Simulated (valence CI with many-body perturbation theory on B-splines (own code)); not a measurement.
**Energy levels of Dy15+**

Method: configuration interaction combined with many-body perturbation theory (CI+MBPT): five valence electrons over a frozen Dirac-Fock core [Kr] 4d10, radial functions for each j: 7 s, 7 p, 7 d, 7 f, 4 g, 2 h, with the one-electron correlation potential Σ1, the two-electron term Σ2, the three-electron term Σ3, Breit, model QED; selected CI, second order for the rest, scaled by the run's own slope (own B-spline code, finite nucleus).

No measured levels were compared; by estimate terms of the open shell hold to a few per cent of their energy, and close levels can change places; configurations with another count of f electrons can be misplaced by thousands of cm⁻¹. Among the levels kept, up to 1300 cm⁻¹ of a level comes from second order outside the variational space, and about a tenth of that is noise between levels of different J, which matters for small intervals.

Levels 46 to 90 of 206, with energies above the lowest level, 4f5 6H°_5/2. "Leading %" is the weight of the configuration and term that name the level; weights of strongly mixed levels are sums over their largest components and can fall short. In the jj column 3d3/2^4 stands for four electrons in 3d with j = 3/2. Lifetimes count E1, E2, E3, M1 and M2 decay at the calculated energies, and are blank where another channel may lead or the interval is too uncertain; long ones can be off by a factor of two.

| No. | Configuration | Term | J | E (eV) | Leading % | Lifetime | g | Leading jj |
| --- | --- | --- | --- | --- | --- | --- | --- | --- |
| 46 | 4f4.5s | 6S | 5/2 | 5.721 | 88 | 40.6 ms | 1.947 | 4f5/2^2 4f7/2^2 5s (46 %) |
| 47 | 4f5 | 4L° | 17/2 | 5.727 | 52 | 99.1 ms | 1.087 | 4f5/2^2 4f7/2^3 (71 %) |
| 48 | 4f5 | 4K° | 13/2 | 5.749 | 60 | 78.8 ms | 0.970 | 4f5/2^3 4f7/2^2 (60 %) |
| 49 | 4f4.5s | 6F | 9/2 | 5.879 | 83 | 1.25 ms | 1.391 | 4f5/2^2 4f7/2^2 5s (43 %) |
| 50 | 4f5 | 4D° | 7/2 | 5.921 | 46 | 59.3 ms | 1.467 | 4f5/2^2 4f7/2^3 (57 %) |
| 51 | 4f4.5s | 4I | 13/2 | 5.985 | 82 | 9.45 ms | 1.080 | 4f5/2^2 4f7/2^2 5s (57 %) |
| 52 | 4f5 | 4H° | 7/2 | 6.011 | 81 | 22.0 ms | 0.713 | 4f5/2^3 4f7/2^2 (36 %) |
| 53 | 4f5 | 4F° | 9/2 | 6.027 | 37 | 18.9 ms | 1.147 | 4f5/2^4 4f7/2 (27 %) |
| 54 | 4f5 | 4D° | 3/2 | 6.057 | 64 | 15.9 ms | 1.476 | 4f5/2^2 4f7/2^3 (59 %) |
| 55 | 4f5 | 6P° | 5/2 | 6.120 | 52 | 24.8 ms | 1.577 | 4f5/2^3 4f7/2^2 (40 %) |
| 56 | 4f5 | 4K° | 17/2 | 6.194 | 43 | 127 ms | 1.101 | 4f5/2^2 4f7/2^3 (48 %) |
| 57 | 4f4.5s | 6G | 3/2 | 6.260 | 87 | 394 μs | 0.057 | 4f5/2^3 4f7/2 5s (43 %) |
| 58 | 4f5 | 4K° | 15/2 | 6.274 | 58 | 74.6 ms | 1.052 | 4f5/2^2 4f7/2^3 (90 %) |
| 59 | 4f4.5s | 6F | 11/2 | 6.296 | 87 | 1.12 ms | 1.428 | 4f5/2^2 4f7/2^2 5s (48 %) |
| 60 | 4f5 | 4H° | 9/2 | 6.342 | 51 | 20.6 ms | 1.045 | 4f5/2^2 4f7/2^3 (38 %) |
| 61 | 4f5 | 4H° | 13/2 | 6.342 | 82 | 33.7 ms | 1.203 | 4f5/2^3 4f7/2^2 (44 %) |
| 62 | 4f5 | 4H° | 11/2 | 6.381 | 45 | 16.5 ms | 1.165 | 4f5/2 4f7/2^4 (32 %) |
| 63 | 4f5 | 4L° | 19/2 | 6.393 | 79 | 121 ms | 1.137 | 4f5/2^2 4f7/2^3 (64 %) |
| 64 | 4f4.5s | 6G | 5/2 | 6.412 | 82 | 503 μs | 0.845 | 4f5/2^3 4f7/2 5s (67 %) |
| 65 | 4f5 | 4G° | 9/2 | 6.458 | 45 | 15.1 ms | 1.201 | 4f5/2^2 4f7/2^3 (42 %) |
| 66 | 4f5 | 4G° | 7/2 | 6.461 | 83 | 14.2 ms | 0.982 | 4f5/2^3 4f7/2^2 (56 %) |
| 67 | 4f4.5s | 6G | 7/2 | 6.465 | 46 | 1.14 ms | 0.996 | 4f5/2^3 4f7/2 5s (45 %) |
| 68 | 4f4.5s | 4K | 11/2 | 6.547 | 91 | 13.3 ms | 0.785 | 4f5/2^2 4f7/2^2 5s (55 %) |
| 69 | 4f5 | 6P° | 7/2 | 6.561 | 62 | 59.9 ms | 1.593 | 4f5/2^2 4f7/2^3 (44 %) |
| 70 | 4f4.5s | 4I | 15/2 | 6.561 | 71 | 6.81 ms | 1.157 | 4f5/2^2 4f7/2^2 5s (39 %) |
| 71 | 4f5 | 4G° | 5/2 | 6.579 | 93 | 26.6 ms | 0.603 | 4f5/2^2 4f7/2^3 (55 %) |
| 72 | 4f5 | 2L° | 15/2 | 6.705 | 47 | 12.9 ms | 1.011 | 4f5/2^2 4f7/2^3 (52 %) |
| 73 | 4f5 | 4P° | 1/2 | 6.738 | 67 | 24.6 ms | 1.895 | 4f5/2^2 4f7/2^3 (68 %) |
| 74 | 4f4.5s | 6G | 9/2 | 6.757 | 43 | 1.17 ms | 1.190 | 4f5/2^2 4f7/2^2 5s (47 %) |
| 75 | 4f4.5s | 4K | 13/2 | 6.767 | 70 | 9.66 ms | 0.964 | 4f5/2^3 4f7/2 5s (46 %) |
| 76 | 4f5 | 4P° | 3/2 | 6.846 | 45 | 41.5 ms | 1.691 | 4f5/2^3 4f7/2^2 (50 %) |
| 77 | 4f5 | 4G° | 11/2 | 6.857 | 69 | 13.0 ms | 1.226 | 4f5/2^3 4f7/2^2 (39 %) |
| 78 | 4f4.5s | 4H | 7/2 | 7.012 | 43 | 640 μs | 0.893 | 4f5/2^2 4f7/2^2 5s (42 %) |
| 79 | 4f4.5s | 4K | 15/2 | 7.049 | 53 | 9.27 ms | 1.077 | 4f5/2^3 4f7/2 5s (49 %) |
| 80 | 4f5 | 2F° | 5/2 | 7.156 | 42 | 10.8 ms | 1.038 | 4f5/2^2 4f7/2^3 (42 %) |
| 81 | 4f5 | 4F° | 9/2 | 7.248 | 34 | 19.8 ms | 1.133 | 4f5/2^3 4f7/2^2 (54 %) |
| 82 | 4f5 | 2K° | 13/2 | 7.296 | 74 | 13.9 ms | 0.945 | 4f5/2^2 4f7/2^3 (43 %) |
| 83 | 4f5 | 4F° | 9/2 | 7.307 | 41 | 32.2 ms | 1.020 | 4f5/2^3 4f7/2^2 (68 %) |
| 84 | 4f4.5s | 6G | 11/2 | 7.320 | 63 | 765 μs | 1.297 | 4f5/2^2 4f7/2^2 5s (48 %) |
| 85 | 4f5 | 2N° | 19/2 | 7.354 | 79 | 33.5 ms | 0.977 | 4f5/2^2 4f7/2^3 (61 %) |
| 86 | 4f4.5s | 4K | 17/2 | 7.375 | 55 | 7.77 ms | 1.134 | 4f5/2^3 4f7/2 5s (52 %) |
| 87 | 4f5 | 4P° | 5/2 | 7.389 | 59 | 22.1 ms | 1.534 | 4f5/2^2 4f7/2^3 (44 %) |
| 88 | 4f5 | 2M° | 17/2 | 7.405 | 35 | 28.4 ms | 1.040 | 4f5/2 4f7/2^4 (59 %) |
| 89 | 4f4.5s | 4G | 5/2 | 7.428 | 58 | 454 μs | 0.764 | 4f5/2^3 4f7/2 5s (72 %) |
| 90 | 4f4.5s | 4F | 3/2 | 7.487 | 81 | 838 μs | 0.473 | 4f5/2^3 4f7/2 5s (64 %) |

Names give the largest LS component (configuration and term), which can be under half, so a name can repeat, a term be missing and a line seem to break the LS rules; names also repeat where a configuration has a term twice.

Where two levels of one J and parity lie close, their mixing, g and order are uncertain.
